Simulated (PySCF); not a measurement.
An unknown shows these calculated signals:

¹H NMR (400 MHz, computed): δ 6.48 (d, 1H), 6.26 (m, 1H), 6.24 (br, 2H), 5.12 (m, 1H), 2.88 (m, 1H), 2.80 (m, 1H), 2.66 (m, 1H), 2.45 (m, 1H).

¹³C{¹H} NMR (computed): δ 165.6 (CH), 157.8 (C), 145.3 (CH), 124.7 (CH), 49.4 (CH), 45.6 (CH), 39.2 (CH), 36.8 (CH).

Level of theory: geometry: PBE0-D3(BJ)/def2-SVP, GIAO HF/pcSseg-1 shieldings, in PySCF (single conformer, relativity neglected, no solvent, fast rotation and ring inversion assumed for equivalent nuclei).

Shifts are taken against calculated references (same method and geometry level): ¹H (σref 31.69), ¹³C (σref 190.85) vs TMS.

Which of these does the molecule contain: a vinyl group CH=CH2, a non-aromatic C=C double bond, a heteroaromatic ring, a three-membered ring, an amide?

## Answers


- A vinyl group CH=CH2: no.
- A non-aromatic C=C double bond: yes.
- A heteroaromatic ring: no.
- A three-membered ring: yes.
- An amide: no.

The data belong to `InChI=1S/C8H9B/c9-7-3-6-4-1-2-5(7)8(4)6/h1-6,8H,9H2/t4-,5+,6+,8+/m0/s1`; they needn't prove each group on their own.

Carbon signals by region: 1 in the far downfield region (above 160 ppm), 3 in the sp2 and nitrile region (100–160 ppm), 4 below 50 ppm. Above 160 ppm: 165.6, alkene CH.

Hydrogens on boron are broadened and split by ¹¹B (spin 3/2, 80 %) and 10B (spin 3). A carbon bonded to boron is broadened by the quadrupolar boron nucleus and is often missing from a measured spectrum. Shifts are as computed. Against solution values, carbons near 30 ppm lie about -0 ppm off and those near 130 ppm about +7 ppm. Of 1211 compounds with measured shifts, 218 miss one by over three times the rms of a fit or turn the order of signals round; such compounds aren't used in these exercises. No couplings were computed; multiplicities are counted from neighbouring protons, with m where these are inequivalent, close in shift, in a saturated or five-membered ring or joined by F or P, and br s for small geminal =CH2 splittings.
